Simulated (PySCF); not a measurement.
## CaTl and its ions

ROHF-CCSD(T); PySCF, scalar-relativistic core potentials, basis sets Ca def2-SVP, Tl def2-SVP with ECP60. Neutral (ROHF): doublet (π ↑), Re = 3.438 Å, ωe = 94.8 cm⁻¹, De = 0.34 eV.

CaTl⁺ (RHF): singlet (closed shell), Re = 3.733 Å, ωe = 98.0 cm⁻¹. The energies at the minima are -848.39096 hartree for CaTl and -848.22371 for CaTl⁺.

**Question.** Work out the adiabatic ionisation energy, without and with harmonic zero-point energies (1 hartree = 27.2114 eV, 1 eV = 8065.5 cm⁻¹), and the change of the bond length.

**Answer.** At CCSD(T): 0.16725 hartree = 4.551 eV between the minima; the zero-point term (98.0 − 94.8)/2 cm⁻¹ = +0.000 eV makes it 4.551 eV. Re changes by +29.5 pm against the neutral. The electron leaves a π orbital, and the longer bond of the ion fits a bonding orbital, or a change in how ionic the bond is.

Correlated steps freeze 9 core orbitals. Weak bonds: CaTl. Basis-set superposition, not corrected here, can be much of De in a small basis, most of all at correlated wavefunction levels. Spin–orbit coupling is left out, which matters for elements this heavy, above all for dissociation energies. States were picked by a PBE0 search and need not be the measured ground states.
